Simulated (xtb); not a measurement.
CdS, singlet, from a rough starting geometry (GFN-xTB shapes and energies of metal compounds can be far from the true ones); GFN2-xTB in xtb.

Here is a job for xtb.
```
$ xtb mol.xyz --gfn 2 --opt vtight --json

# file mol.xyz
2

Cd     0.05339929    -0.04524592    -1.09180406
S     -0.07061901     0.03476345     1.08099225
```

Output, abridged:

```
   ID    Z sym.   atoms
    1   48 Cd     1
    2   16 S      2

           -------------------------------------------------
          |                Calculation Setup                |
           -------------------------------------------------

           -------------------------------------------------
          |                 G F N 2 - x T B                 |
           -------------------------------------------------

          ...................................................
          :                      SETUP                      :
          :.................................................:
          :  # basis functions                  14          :
          :  # atomic orbitals                  13          :
          :  # shells                            5          :
          :  # electrons                         8          :
          :  max. iterations                   250          :
          :  Hamiltonian                  GFN2-xTB          :
          :  restarted?                      false          :
          :  GBSA solvation                  false          :
          :  PC potential                    false          :
          :  electronic temp.          300.0000000     K    :
          :  accuracy                    1.0000000          :
          :  -> integral cutoff          0.2500000E+02      :
          :  -> integral neglect         0.1000000E-07      :
          :  -> SCF convergence          0.1000000E-05 Eh   :
          :  -> wf. convergence          0.1000000E-03 e    :
          :  Broyden damping             0.4000000          :
          :  net charge                          0          :
          :  unpaired electrons                  0          :
          ...................................................

 iter      E             dE          RMSdq      gap      omega  full diag
   1     -3.7754165 -0.377542E+01  0.284E+01    2.53       0.0  T
   2     -3.7805311 -0.511460E-02  0.208E+01    1.55       1.0  T
   3     -3.5535687  0.226962E+00  0.139E+01    2.96       1.0  T
   4     -3.8154637 -0.261895E+00  0.172E+00    1.38       1.0  T
   5     -3.8161262 -0.662506E-03  0.931E-01    1.42       1.0  T
   6     -3.8161412 -0.150451E-04  0.215E-01    1.45       1.0  T
   7     -3.8161409  0.353962E-06  0.974E-02    1.46       1.0  T
   8     -3.8161411 -0.195025E-06  0.257E-02    1.45       2.8  T
   9     -3.8161417 -0.642511E-06  0.495E-03    1.45      14.3  T
[...]
         :: total energy              -3.803145058608 Eh    ::
 * total energy  :    -3.8031451 Eh     change       -0.4694023E-12 Eh
 * total energy  :    -3.8035670 Eh     change       -0.4218923E-03 Eh
 * total energy  :    -3.8041179 Eh     change       -0.5509725E-03 Eh
 * total energy  :    -3.8041325 Eh     change       -0.1453156E-04 Eh
 * total energy  :    -3.8041327 Eh     change       -0.1999559E-06 Eh
 * total energy  :    -3.8041327 Eh     change       -0.7771326E-07 Eh
   *** GEOMETRY OPTIMIZATION CONVERGED AFTER 6 ITERATIONS ***
         :: total energy              -3.804132732642 Eh    ::
[...]
         6                         -0.0864932              -2.3536
         7                         -0.0864932              -2.3536
         8                          0.0135467               0.3686
         9                          0.0152549               0.4151
        10                          0.0152549               0.4151
        11                          0.0435155               1.1841
        12                          0.0435155               1.1841
        13                          0.3264467               8.8831
      -------------------------------------------------------------
                  HL-Gap            0.0469171 Eh            1.2767 eV
             Fermi-level           -0.3355447 Eh           -9.1306 eV

     #   Z          covCN         q      C6AA      α(0)
     1  48 Cd       0.853     0.355   355.538    42.486
     2  16 S        0.853    -0.355   154.477    21.023

 Mol. C6AA /au·bohr⁶  :        966.233264
 Mol. C8AA /au·bohr⁸  :      71690.468697
 Mol. α(0) /au        :         63.508488

Wiberg/Mayer (AO) data.
largest (>0.10) Wiberg bond orders for each atom

 ---------------------------------------------------------------------------
     #   Z sym  total        # sym  WBO       # sym  WBO       # sym  WBO
 ---------------------------------------------------------------------------
     1  48 Cd   1.648 --     2 S    1.648
     2  16 S    1.648 --     1 Cd   1.648
 ---------------------------------------------------------------------------

Topologies differ in total number of bonds
Writing topology from bond orders to xtbtopo.mol

molecular dipole:
                 x           y           z       tot (Debye)
 q only:        0.085      -0.055      -1.497
   full:        0.141      -0.091      -2.467       6.284
molecular quadrupole (traceless):
                xx          xy          yy          xz          yz          zz
 q only:       -0.019       0.000      -0.013       0.035       0.023       0.031
  q+dip:       -1.160      -0.007      -1.157      -0.136       0.163       2.317
   full:       -0.286      -0.001      -0.278       0.014       0.066       0.564

optimized geometry written to: xtbopt.xyz

           -------------------------------------------------
          | TOTAL ENERGY               -3.804132732642 Eh   |
          | GRADIENT NORM               0.000000525550 Eh/α |
          | HOMO-LUMO GAP               1.276680593256 eV   |
           -------------------------------------------------
```
